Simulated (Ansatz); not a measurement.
A thermochemical cycle in electronic energies (no zero-point or thermal terms), species as SMILES, kcal/mol. Structures are relaxed separately at B3LYP-D3(BJ)/def2-TZVP in Ansatz (an electronic-structure program), one conformer each, not searched for the lowest. Cores are frozen in the correlated levels unless marked. UHF or UKS for open shells. Spin-orbit coupling is left out. No relativistic terms. CBS marks a two-point X^-3 extrapolation of the correlation energy; Hartree-Fock from the larger set. Anions need diffuse functions, of which def2-TZVPD holds fewer than the aug- sets.

| step | CCSD(T)/CBS(aug-cc-pV(T+d)Z,aug-cc-pV(Q+d)Z) (Ansatz) | PBE0-D4/def2-TZVPD (Ansatz + dftd4) |
|---|---|---|
| bond energy D: CB(S)S [methyl-bis(sulfanyl)borane] -> [CH2]B(S)S + H atom | 103.4 | 99.5 |
| deprotonation energy A: CB(S)S [methyl-bis(sulfanyl)borane] -> [CH2-]B(S)S + H+ | 370.4 | 372.3 |
| ionisation of the H atom at the same level, IE | 313.7 | 314.4 |

Problem. Find the electron affinity EA, positive where the anion is bound: [CH2]B(S)S + e- → [CH2-]B(S)S.

Solution. Breaking the bond, ionising the H atom and attaching the electron to the radical add up to the deprotonation, A = D + IE - EA. At CCSD(T)/CBS(aug-cc-pV(T+d)Z,aug-cc-pV(Q+d)Z): EA = D + IE - A = 103.4 + 313.7 - 370.4 = 46.7. At PBE0-D4/def2-TZVPD: EA = D + IE - A = 99.5 + 314.4 - 372.3 = 41.6. The functional differs from the first level by -3.9 in D, -5.1 in EA and +1.9 in A; for EA and A the gap mixes functional and basis. The site is the one shown; other sites or isomers of the anion may lie lower.
